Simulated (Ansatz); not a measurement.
Species: SbI2, net charge 1, singlet state. 
Coordinates optimised at B3LYP-D3(BJ)/def2-TZVP (Ansatz, a first-principles code):
```
Sb
I 1 2.6421
I 1 2.6421 2 103.42
```
Charge +1, spin multiplicity 1.

Basis-set convergence of Hartree-Fock and CCSD correlation energies (hartree) with Ansatz. Valence correlation only, unless marked. Spin-orbit coupling is left out. Frozen are the shells of the preceding noble gas and the d and f shells that filled before the atom's block. In def2 rows, elements after Kr have scalar-relativistic effective core potentials.

The T1 diagnostic of CCSD in the largest basis is 0.025, which is high, so the coupled-cluster rows are less sure than usual.

```tsv
basis	functions	E(HF)	E(corr, CCSD)
def2-SVPD	102	-832.35629	-0.31008
def2-TZVPPD	174	[?]	[?]
```

Q: Complete the blanks.

A: 
- def2-TZVPPD, E(HF): -832.38699
- def2-TZVPPD, E(corr, CCSD): -0.40155
